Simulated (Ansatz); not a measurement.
Abridged output of a molecular run in Ansatz:

```
Functional definition: HF
1768 factors; integrals over basis functions are off by at most 1.7e-3 eV
mean field evaluation 1: about -14171.2651 eV, gradient 4.4e1 eV
mean field evaluation 2: about -14171.4918 eV, gradient 4.4e1 eV
mean field evaluation 4: about -14175.7575 eV, gradient 4.3e0 eV
mean field evaluation 8: about -14175.8216 eV, gradient 2.9e-1 eV
mean field -14175.82200105 eV, -520.9518498212 hartree, gradient 5.0e-6 eV, S^2 0.000000; 0 other end points of the search recorded, 0 dependent functions left out
10 core orbitals not correlated: weight in the atoms' cores, before any rotation towards them, 1.000 or more for the frozen orbitals, at most 0.000 for the correlated occupied ones
reference -14175.82200105 eV, -520.9518498212 hartree; 17, 17 occupied and 268, 268 virtual orbitals, 1768 factors
second order -27.40463117 eV of doubles, -0.00000000 eV of singles
cycle   1  -27.83949009 eV  change   -4.3e-1 eV  update   1.1e-1
cycle   2  -28.48614463 eV  change   -6.5e-1 eV  update   3.2e-2
cycle   3  -28.63442413 eV  change   -1.5e-1 eV  update   1.7e-2
cycle   4  -28.61921000 eV  change    1.5e-2 eV  update   4.0e-3
cycle   5  -28.61721724 eV  change    2.0e-3 eV  update   1.9e-3
cycle   6  -28.61812350 eV  change   -9.1e-4 eV  update   5.8e-4
cycle   7  -28.61788590 eV  change    2.4e-4 eV  update   2.4e-4
cycle   8  -28.61774118 eV  change    1.4e-4 eV  update   9.0e-5
cycle   9  -28.61776529 eV  change   -2.4e-5 eV  update   4.0e-5
cycle  10  -28.61779271 eV  change   -2.7e-5 eV  update   1.5e-5
perturbative correction -1.01149585 eV, -0.0371717869 hartree
Total energy: -14205.45128961 eV, -522.0407060924 hartree
```

Its atoms:

Z-matrix (Å, degrees):
```
C
O 1 1.410
H 1 1.090 2 107.7
H 1 1.094 2 111.6 3 -119.2
H 1 1.094 2 111.2 3 118.9
B 2 1.353 1 122.0 3 174.9
C 6 1.550 2 126.3 1 -2.5
F 6 1.339 2 114.4 1 -179.4
Al 7 1.959 6 111.5 2 -88.4
H 7 1.093 6 110.6 2 152.3
H 7 1.096 6 111.7 2 29.6
H 9 1.585 7 120.9 6 -107.2
H 9 1.589 7 118.7 6 73.9
```

Q: Which basis set was used?
A. def2-QZVPP
B. def2-SVPD
C. def2-TZVPP
D. cc-pV(Q+d)Z

A: C. It gives 295 functions.

Q: Write the keys of the input that set method, charge and spin (a neutral closed shell needs none for the last two).

A: 
```yaml
correlation: {method: ccsd_t}
```
